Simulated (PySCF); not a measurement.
Working out the ionisation energy of Hg

Hg [Xe] 4f14 5d10 6s2 (1S) → Hg⁺ [Xe] 4f14 5d10 6s1 (2S). Computed with PySCF 2.14 in x2c-TZVPPall with one added diffuse shell each of s, p, d, f type (12s8p8d4f1g, 113 functions), with the spin-free X2C one-electron Hamiltonian (Gaussian nucleus). Frozen: [Kr] 4d10 4f14. Energies in hartree (1 hartree = 27.21139 eV):

| part | Hg (lower) | Hg⁺ (upper) |
| --- | --- | --- |
| UHF | -19619.907116 | -19619.594126 |
| MP2 opposite-spin | -0.434209 | -0.383002 |
| MP2 same-spin | -0.218226 | -0.196477 |

What does Hartree-Fock give?

(-19619.594126) − (-19619.907116) = 0.312990 hartree = 8.517 eV.

What do MP2 and SCS-MP2 (6/5 opposite-spin, 1/3 same-spin) give?

The opposite-spin parts differ by 1.393 eV and the same-spin parts by 0.592 eV. MP2: 8.517 + (1.393) + (0.592) = 10.502 eV. SCS-MP2: 8.517 + 1.2 × (1.393) + (0.592)/3 = 10.386 eV.

Measured between the centres of the two terms (NIST): 10.438 eV, so MP2 (valence and next inner shell) is off by 0.064 eV.

What remains against the reference includes basis incompleteness, the frozen core and correlation beyond second order.
